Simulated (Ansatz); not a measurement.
Start from `[SiH3][O][GeH2][SH]` and change one atom or group to get `[SiH3][O][GeH2][SiH3]`.

Ansatz, PBE0-D4/def2-TZVP geometries, multiplicity 1. Each molecule was computed in one conformer, which needn't be the lowest.

Scalar relativity is left out up to krypton.

```
                                        property  `[SiH3][O][GeH2][SH]`
             HOMO–LUMO gap (PBE/def2-TZVPP) / eV                   5.49
               LUMO energy (PBE/def2-TZVPP) / eV                  -1.04
            HOMO–LUMO gap (PBE0/def2-TZVPP) / eV                   7.67
               HOMO energy (PBE/def2-TZVPP) / eV                  -6.53
              LUMO energy (PBE0/def2-TZVPP) / eV                  -0.11
size of the dipole moment (B3LYP/def2-TZVPP) / D                   1.07
```

Problem. Give the same properties after the change, and the shifts. (Estimate.)

Solution. Ansatz gave: 
| property | `[SiH3][O][GeH2][SiH3]` | shift |
| --- | --- | --- |
| HOMO–LUMO gap (PBE/def2-TZVPP) / eV | 5.53 | 0.04 |
| LUMO energy (PBE/def2-TZVPP) / eV | -1.43 | -0.39 |
| HOMO–LUMO gap (PBE0/def2-TZVPP) / eV | 7.65 | -0.02 |
| HOMO energy (PBE/def2-TZVPP) / eV | -6.97 | -0.44 |
| LUMO energy (PBE0/def2-TZVPP) / eV | -0.57 | -0.46 |
| size of the dipole moment (B3LYP/def2-TZVPP) / D | 1.34 | 0.27 |

Dipoles are sizes alone; their direction can turn.

B3LYP here is the variant with VWN-RPA as its local correlation; programs differ in this.
